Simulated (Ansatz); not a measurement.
HGa, charge -1, doublet, geometry from GFN2-xTB (such geometries of metal compounds can be far from the true shape) (a state made from the parent by changing its charge; the spin is typed, not shown lowest) (a gas-phase anion, which may not be bound at this level), atoms displaced at random by about 0.02 Å a coordinate; PBE/pcseg-1 (Ansatz, an electronic-structure program).

Input for Ansatz:
Ansatz 0.2 input:
```yaml
crystal:
  periodic: [false, false, false]
  atoms:
    - {symbol: Ga, position_ang: [-0.01679970, -0.00800162, -0.01797053]}
    - {symbol: H, position_ang: [0.01289273, -0.02949293, 1.22547521]}
basis:
  gaussian:
    orbitals: pcseg-1.json
hamiltonian:
  xc: pbe
total_charge: -1
magnetization: {spin_polarized: true, initial_magnetization: 1}
relax: {f_tol: 0.002}
```
The basis file holds pcseg-1 in the JSON format of the Basis Set Exchange.

What the program printed (banner, timings and long lists left out):

```
Functional definition: PBE
319 factors; integrals over basis functions are off by at most 2.4e-4 eV
mean field evaluation 1: about -52376.9671 eV, gradient 1.2e1 eV
mean field evaluation 2: about -52377.2520 eV, gradient 8.3e0 eV
mean field evaluation 4: about -52377.6102 eV, gradient 8.2e-2 eV
mean field evaluation 8: about -52377.6139 eV, gradient 7.6e-4 eV
mean field evaluation 16: about -52375.1634 eV, gradient 4.0e0 eV
mean field evaluation 32: about -52377.6139 eV, gradient 7.4e-6 eV
mean field -52377.61386389 eV, -1924.8418066761 hartree, gradient 7.4e-6 eV, S^2 0.752596; 2 other end points of the search recorded, 0 dependent functions left out
the calculation of the forces begins
reference -52377.61388758 eV, -1924.8418075466 hartree; 17, 16 occupied and 15, 16 virtual orbitals, 319 factors
relax step   1: F+E_penalty+E_count = -52377.61386389 eV  Δ(F+E_penalty+E_count) = +0.000e0 eV  max|allowed force component| = 1.099e1 eV/Å  Δτ_max = 0.0000 Å  (55 SCF iters, accepted)
these checks for a lower state are left out or cut short: starts, cluster_reference, orbital_swaps, neighbouring_geometries, increment
319 factors; integrals over basis functions are off by at most 2.2e-4 eV
mean field -52378.92062800 eV, -1924.8898293713 hartree, gradient 1.4e-5 eV, S^2 0.752598; 0 other end points of the search recorded, 0 dependent functions left out
the calculation of the forces begins
reference -52378.92065329 eV, -1924.8898303007 hartree; 17, 16 occupied and 15, 16 virtual orbitals, 319 factors
relax step   2: F+E_penalty+E_count = -52378.92062800 eV  Δ(F+E_penalty+E_count) = -1.307e0 eV  max|allowed force component| = 4.482e0 eV/Å  Δτ_max = 0.0889 Å  (26 SCF iters, accepted)
these checks for a lower state are left out or cut short: starts, cluster_reference, orbital_swaps, neighbouring_geometries, increment
319 factors; integrals over basis functions are off by at most 3.0e-4 eV
mean field -52379.41001164 eV, -1924.9078138886 hartree, gradient 1.6e-5 eV, S^2 0.752627; 0 other end points of the search recorded, 0 dependent functions left out
the calculation of the forces begins
reference -52379.41003707 eV, -1924.9078148231 hartree; 17, 16 occupied and 15, 16 virtual orbitals, 319 factors
relax step   3: F+E_penalty+E_count = -52379.41001164 eV  Δ(F+E_penalty+E_count) = -4.894e-1 eV  max|allowed force component| = 1.301e0 eV/Å  Δτ_max = 0.0907 Å  (26 SCF iters, accepted)
[...]
relax step   4: F+E_penalty+E_count = -52379.48915950 eV  Δ(F+E_penalty+E_count) = -7.915e-2 eV  max|allowed force component| = 2.867e-1 eV/Å  Δτ_max = 0.1011 Å  (24 SCF iters, accepted)
[...]
relax step   5: F+E_penalty+E_count = -52379.49639418 eV  Δ(F+E_penalty+E_count) = -7.235e-3 eV  max|allowed force component| = 8.663e-2 eV/Å  Δτ_max = 0.0331 Å  (23 SCF iters, accepted)
these checks for a lower state are left out or cut short: starts, cluster_reference, orbital_swaps, neighbouring_geometries, increment
319 factors; integrals over basis functions are off by at most 3.4e-4 eV
mean field evaluation 64: about -52379.4970 eV, gradient 1.9e-5 eV
mean field -52379.49698030 eV, -1924.9110099276 hartree, gradient 2.4e-5 eV, S^2 0.752703; 0 other end points of the search recorded, 0 dependent functions left out
the calculation of the forces begins
reference -52379.49700569 eV, -1924.9110108608 hartree; 17, 16 occupied and 15, 16 virtual orbitals, 319 factors
relax step   6: F+E_penalty+E_count = -52379.49698030 eV  Δ(F+E_penalty+E_count) = -5.861e-4 eV  max|allowed force component| = 2.001e-3 eV/Å  Δτ_max = 0.0067 Å  (24 SCF iters, accepted)
these checks for a lower state are left out or cut short: starts, cluster_reference, orbital_swaps, neighbouring_geometries, increment
319 factors; integrals over basis functions are off by at most 3.4e-4 eV
mean field -52379.49698055 eV, -1924.9110099370 hartree, gradient 1.7e-5 eV, S^2 0.752703; 0 other end points of the search recorded, 0 dependent functions left out
the calculation of the forces begins
reference -52379.49700594 eV, -1924.9110108701 hartree; 17, 16 occupied and 15, 16 virtual orbitals, 319 factors
relax step   7: F+E_penalty+E_count = -52379.49698055 eV  Δ(F+E_penalty+E_count) = -2.534e-7 eV  max|allowed force component| = 9.398e-4 eV/Å  Δτ_max = 0.0002 Å  (18 SCF iters, accepted)
319 factors; integrals over basis functions are off by at most 3.4e-4 eV
mean field evaluation 96: about -52378.3248 eV, gradient 4.4e0 eV
mean field -52379.49698055 eV, -1924.9110099370 hartree, gradient 1.7e-5 eV, S^2 0.752703; 3 other end points of the search recorded, 0 dependent functions left out
the calculation of the forces begins
reference -52379.49700594 eV, -1924.9110108701 hartree; 17, 16 occupied and 15, 16 virtual orbitals, 319 factors
Total energy: -52379.49700594 eV, -1924.9110108701 hartree
Atom 0 at    -0.022878    -0.003602    -0.272502 Å, force     0.000022    -0.000016     0.000940 eV/Å
Atom 1 at     0.018971    -0.033892     1.480007 Å, force    -0.000022     0.000016    -0.000940 eV/Å
Dipole moment:    -0.003320     0.002403    -0.139021 e Å
```
